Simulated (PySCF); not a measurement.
# Tb(2+): excitation energy

Tb(2+) [Xe] 4f9 (high-spin determinant) → Tb(2+) [Xe] 4f8 5d1 (high-spin determinant), as a difference of total energies. Calculation: PySCF 2.14, in cc-pVDZ-X2C; scalar relativity by spin-free X2C-1e. Correlated levels: valence: [Kr] 4d10 frozen. The calculations carry no spin-orbit coupling.

```csv
method,excitation energy (eV)
UHF,-2.333
MP2 (valence),0.501
SCS-MP2 (valence),0.400
CCSD (valence),-0.135
CCSD(T) (valence),0.035
```

Task: How much does correlation contribute at CCSD(T) (valence)?

Result: 0.035 − (-2.333) = 2.368 eV, measured against UHF.

A first-order spin-orbit estimate (lowest level to lowest level, LS coupling) adds 0.364 eV.

The determinant of the lower state and of the upper state mixes LS terms, which raises its energy above the lowest term, most at the Hartree-Fock and MP2 levels.
